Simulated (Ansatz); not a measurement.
A made-up structure of AlBSiNH5, closed shell:

```xyz
9
angstrom
B -0.8074 0.8209 -0.0440
N 0.0082 0.6373 -1.1807
Al 1.1259 -0.7271 -0.7032
Si -0.1590 -0.5670 1.3247
H -1.6736 1.6497 0.0037
H -0.1163 1.2104 -2.0044
H -1.0310 0.9040 1.0810
H -1.1061 -1.6563 1.6934
H 0.4769 -0.0524 2.5698
```

It is relaxed with PBE-D4/def2-SVP and then PBE0-D4/def2-TZVP (Ansatz 0.2.0). Atoms count as bonded within 1.22 times the sum of their covalent radii (H–H: 0.88 Å). The end point is not checked to be a true minimum.

Q: Does its bonding change? (A judgement: the text doesn't fix the answer.)

A: By the calculation: Yes. Formed: none; broken: B1–H7, Al3–Si4.

Where it ends: The first stage lowers the energy by 2.74 eV in 31 steps. It ends as AlBSiNH₅ ([Al][NH][BH][SiH3]):
| atom | x (Å) | y (Å) | z (Å) |
| --- | --- | --- | --- |
| B1 | -0.8463 | 0.6499 | -0.2921 |
| N2 | 0.1279 | 0.5990 | -1.2949 |
| Al3 | 1.7398 | -0.2059 | -0.8764 |
| Si4 | -0.5959 | -0.1011 | 1.5835 |
| H5 | -1.9176 | 1.1589 | -0.4998 |
| H6 | -0.1220 | 1.0095 | -2.1871 |
| H7 | -0.7721 | 0.9852 | 2.5892 |
| H8 | -1.6283 | -1.1425 | 1.8520 |
| H9 | 0.7322 | -0.7335 | 1.8659 |

Labels in which every atom is bracketed show which atoms are joined, not bond orders.

For scale, one of the runs: PBE0-D4/def2-TZVP relaxation, 166 basis functions, launched by `ansatz run in.yaml --threads 2 --pin off --events-out ev --progress --plain --max-ram 4352MiB`. Hardware: 2 CPU threads of an Arm Neoverse V2, shared host. Wall time about 47 s.
